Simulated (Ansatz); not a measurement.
Frontier orbitals of `FCC(F)(F)COC(F)(F)F`.

Z-matrix (Å, degrees):
```
C
C 1 1.514
F 1 1.372 2 109.4
H 1 1.091 2 109.5 3 119.8
H 1 1.093 2 108.7 3 -119.4
F 2 1.357 1 109.9 3 65.5
F 2 1.356 1 107.1 3 -178.1
C 2 1.512 1 115.4 3 -55.0
O 8 1.420 2 107.2 1 -56.8
H 8 1.092 2 108.9 1 63.2
H 8 1.092 2 108.4 1 -176.7
C 9 1.341 8 115.8 2 -179.6
F 12 1.320 9 108.1 8 -179.6
F 12 1.338 9 112.4 8 -59.8
F 12 1.338 9 112.3 8 60.6
```

Total charge 0; spin multiplicity 1. All single points use the PBE0-D4/def2-TZVP geometry. It is one conformer, not always the lowest. Basis def2-TZVPP, the Gaussian-basis code of Ansatz.

Orbital energies of one run (eV). Highest occupied ones, from the top: -12.40, -12.50, -13.17, -13.99, -14.48, -14.62, -14.80, -15.08, -15.32, -15.35, -15.60, -15.96, -16.11, -16.62. Empty: 3.29, 3.78, 3.87, 4.18, 4.45, 4.73.

Question: Which functional gave them?
A. revPBE
B. BHLYP
C. CAM-B3LYP
D. ωB97X-V

Answer: D. HOMO energies: ωB97X-V -12.40, BHLYP -11.63, revPBE -8.06, CAM-B3LYP -11.46 eV.
